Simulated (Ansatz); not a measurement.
Reaction (formal exchange of groups at a B–Se bond): `CC[Se]B(O)O` + `[CH3][GeH3]` → `[CH3][GeH2][B](O)O` + `CC[SeH]`

Calculated with Ansatz (gas phase, PBE0-D4/def2-TZVP geometries, no zero-point term in ΔE). CCSD(T)/CBS adds triple-zeta CCSD(T) − MP2 to the extrapolated MP2 energy (def2 sets, frozen cores). DFT in def2-TZVPP. B3LYP here is the variant with VWN-RPA as its local correlation; programs differ in this. For Ge, Se outer-core shells are correlated without core-valence functions, which leaves a few kJ/mol of doubt a bond. Scalar relativity is left out up to krypton. Each species was taken in one conformer, which may not be the lowest.

`CC[Se]B(O)O`:

Cartesian coordinates in Å:
```
C -0.206 -1.829 0.503
C -1.107 -0.870 -0.240
Se -1.156 0.924 0.556
B 0.542 1.612 -0.136
O 1.293 0.839 -0.965
O 0.990 2.860 0.188
H -0.508 -1.931 1.547
H -0.247 -2.820 0.039
H 0.830 -1.488 0.477
H -0.798 -0.742 -1.276
H -2.146 -1.199 -0.230
H 2.095 1.293 -1.243
H 0.418 3.351 0.780
```

`[CH3][GeH3]`:

Z-matrix (Å, degrees):
```
C
Ge 1 1.953
H 1 1.091 2 110.3
H 1 1.090 2 110.3 3 120.0
H 1 1.090 2 110.3 3 -120.0
H 2 1.539 1 110.4 3 -59.8
H 2 1.539 1 110.4 3 60.2
H 2 1.539 1 110.4 3 -179.8
```

`[CH3][GeH2][B](O)O`:

Z-matrix (Å, degrees):
```
C
Ge 1 1.964
H 1 1.091 2 110.4
H 1 1.090 2 110.4 3 -120.1
H 1 1.091 2 110.3 3 119.8
B 2 2.093 1 112.0 3 -60.0
H 2 1.547 1 108.2 3 177.9
H 2 1.546 1 108.2 3 62.3
O 6 1.360 2 122.6 1 86.2
O 6 1.360 2 122.4 1 -92.5
H 9 0.958 6 113.7 2 2.9
H 10 0.958 6 113.6 2 -2.8
```

`CC[SeH]`:

```xyz
9

C     0.583    0.706    0.357
C    -0.689    0.018   -0.086
Se   -0.404   -1.426   -1.376
H     0.353    1.527    1.043
H     1.129    1.113   -0.496
H     1.247    0.012    0.877
H    -1.352    0.707   -0.614
H    -1.247   -0.392    0.755
H     0.380   -2.265   -0.460
```

(1) Is it downhill or uphill in electronic energy at CCSD(T)/CBS, and by how much? (Best estimate.)

(2) What do these levels give: PBE-D4, r2SCAN-D4, PBE0-D4, ωB97X-V, ωB97M-V, r2SCAN, PBE0, B3LYP, MP2/def2-TZVPP, CCSD(T)/def2-TZVPP, SCS-MP2/def2-QZVPP, HF/CBS(def2)? (An estimate is asked.)

Largest T1 diagnostic among the species: 0.012.

Answers

(1) The calculation gave: Uphill: ΔE = +75.4 kJ/mol.

(2) Computed: PBE-D4 69.5, r2SCAN-D4 77.1, PBE0-D4 74.2, ωB97X-V 74.9, ωB97M-V 75.2, r2SCAN 76.4, PBE0 71.9, B3LYP 69.8, MP2/def2-TZVPP 82.1, CCSD(T)/def2-TZVPP 75.6, SCS-MP2/def2-QZVPP 79.0, HF/CBS(def2) 81.7 kJ/mol.

The D4 term adds +4.5 kJ/mol with B3LYP and +2.3 kJ/mol with PBE0; it sums over pairs of atoms, weighted by their polarisabilities, and B3LYP, whose exchange is more repulsive, gets the larger term. From PBE to PBE0 (25 % exact exchange), in def2-TZVPP and without D4, ΔE moves by +5.1 kJ/mol.
